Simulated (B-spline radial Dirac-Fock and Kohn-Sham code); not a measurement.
# The L3 (2p3/2) hole of zinc ions: width and yield against charge

The computed values come from a radial B-spline solver: a relativistic independent-particle model: LDA orbitals of the hole state, radiative multipoles to third order, Auger rates from the Coulomb interaction with a continuum orbital, Dirac-Fock energies. Tabulated ground configurations, configuration averages; single configurations, so decays that open only by mixing (as 1s 2s² with 1s 2p² in Be-like ions) are missing and such tiny yields are far too low.

```tsv
ion	configuration	radiative (eV)	non-radiative (eV)	yield
Zn	[Ar] 3d10 4s2	0.00760	0.697	0.0108
Zn⁺	[Ar] 3d10 4s1	0.00764	0.701	0.0108
Zn²⁺	[Ar] 3d10	0.00770	0.707	0.0108
Zn³⁺	[Ar] 3d9	0.00750	0.695	0.0107
Zn⁴⁺	[Ar] 3d8	0.00721	0.676	0.0106
Zn⁵⁺	[Ar] 3d7	0.00682	0.650	0.0104
Zn⁶⁺	[Ar] 3d6	0.00631	0.618	0.0101
Zn⁷⁺	[Ar] 3d5	0.00569	0.580	0.00972
Zn⁸⁺	[Ar] 3d4	0.00494	0.538	0.00909
Zn⁹⁺	[Ar] 3d3	0.00405	0.495	0.00812
Zn¹⁰⁺	[Ar] 3d2	0.00302	0.454	0.00662
Zn¹¹⁺	[Ar] 3d1	0.00184	0.417	0.00439
Zn¹²⁺	[Ne] 3s2 3p6	0.000497	0.389	0.00128
Zn¹⁵⁺	[Ne] 3s2 3p3	0.000567	0.119	0.00475
Zn¹⁶⁺	[Ne] 3s2 3p2	0.000592	0.0591	0.00992
Zn¹⁷⁺	[Ne] 3s2 3p1	0.000618	0.0200	0.0300
Zn¹⁸⁺	[Ne] 3s2	0.000645	0.00441	0.127
Zn¹⁹⁺	[Ne] 3s1	0.000331	0	1.00
```
